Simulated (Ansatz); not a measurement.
Cost and result for the atomization energy of F₂H₆N₂SSi₂ (`N[SiH2]S[Si](N)(F)F`) (13 atoms, 12 bonds).

```xyz
13

N     0.7083   -2.0919   -1.1913
Si   -0.8503   -1.5873   -0.7219
S    -1.2536    0.5490   -0.7402
Si   -0.1186    1.1173    0.9240
N     0.4480    2.6855    0.7328
F     1.0272    0.0206    1.1371
F    -0.9109    1.0777    2.2974
H     1.4844   -1.8940   -0.5786
H     0.9840   -2.0351   -2.1587
H    -1.8265   -2.0981   -1.7109
H    -1.1146   -2.0754    0.6485
H     0.6529    3.2888    1.5107
H     0.7696    3.0430   -0.1489
```

Total charge 0; spin multiplicity 1. Geometry: relaxed with PBE0-D4/def2-TZVP. It is one conformer, not always the lowest. Program: Ansatz. All runs use 2 threads of an AMD EPYC 7R13 on a shared host and a share of an NVIDIA H100 80 GB. Times are those of one run each, without the atoms' runs, and a repeat can differ threefold. Electronic energies, without spin–orbit coupling; frozen cores. CCSD(T)/CBS adds CCSD(T) − MP2 in def2-TZVPP to the MP2 limit, and its time is that of the two runs behind it. T1 = 0.011. B3LYP takes the VWN-RPA correlation (the form of Gaussian; ORCA's B3LYP/G).

CCSD(T)/CBS is a level of theory with its own doubt, some kJ/mol a heavy atom from the limit and from the frozen cores, so smaller differences don't rank the functionals.

```json
{"level": "PBE0-D4/def2-TZVPP", "functions": "334", "wall time": "1.9 s"}
{"level": "PBE-D4/def2-TZVPP (with forces)", "functions": "334", "wall time": "2.1 s"}
{"level": "r2SCAN-D4/def2-TZVPP (with forces)", "functions": "334", "wall time": "2.2 s"}
{"level": "B3LYP-D4/def2-TZVPP (with forces)", "functions": "334", "wall time": "2.3 s"}
{"level": "B2PLYP/def2-TZVPP", "functions": "334", "wall time": "2.5 s"}
{"level": "ωB97X-V/def2-TZVPP", "functions": "334", "wall time": "3.3 s"}
{"level": "ωB97M-V/def2-TZVPP (with forces)", "functions": "334", "wall time": "3.4 s"}
{"level": "MP2/def2-QZVPP", "functions": "618", "wall time": "3.9 s"}
{"level": "CCSD(T)/def2-TZVPP", "functions": "334", "wall time": "9.5 s"}
{"level": "CCSD(T)/CBS(def2)", "functions": "–", "wall time": "13 s"}
```

Problem. What atomization energy does each give, and how far from CCSD(T)/CBS? (An estimate is asked.)

Solution. Computed: 
```tsv
level	atomization (kJ/mol)	difference from CCSD(T)/CBS	per bond
PBE0-D4/def2-TZVPP	4787.6	-58.2	-4.9
PBE-D4/def2-TZVPP (with forces)	4883.0	37.2	3.1
r2SCAN-D4/def2-TZVPP (with forces)	4820.6	-25.2	-2.1
B3LYP-D4/def2-TZVPP (with forces)	4816.2	-29.6	-2.5
B2PLYP/def2-TZVPP	4761.1	-84.7	-7.1
ωB97X-V/def2-TZVPP	4861.6	15.8	1.3
ωB97M-V/def2-TZVPP (with forces)	4856.5	10.7	0.9
MP2/def2-QZVPP	4888.4	42.6	3.5
CCSD(T)/def2-TZVPP	4671.6	-174.2	-14.5
CCSD(T)/CBS(def2)	4845.8	0.0	0.0
```

From PBE to PBE0 (25 % exact exchange), in def2-TZVPP and without D4, the atomization energy moves by −89.9 kJ/mol: exact exchange takes away binding that semilocal exchange gives to molecules. The D4 term adds +62.4 kJ/mol with B3LYP and +33.0 kJ/mol with PBE0; it sums over pairs of atoms, weighted by their polarisabilities, and B3LYP, whose exchange is more repulsive, gets the larger term. In def2-TZVPP, CCSD(T) changes the Hartree–Fock value by +1257.3 kJ/mol (the triples alone add +76.4 kJ/mol) and MP2 by +1368.6 kJ/mol; breaking electron pairs costs correlation energy, which Hartree–Fock lacks.
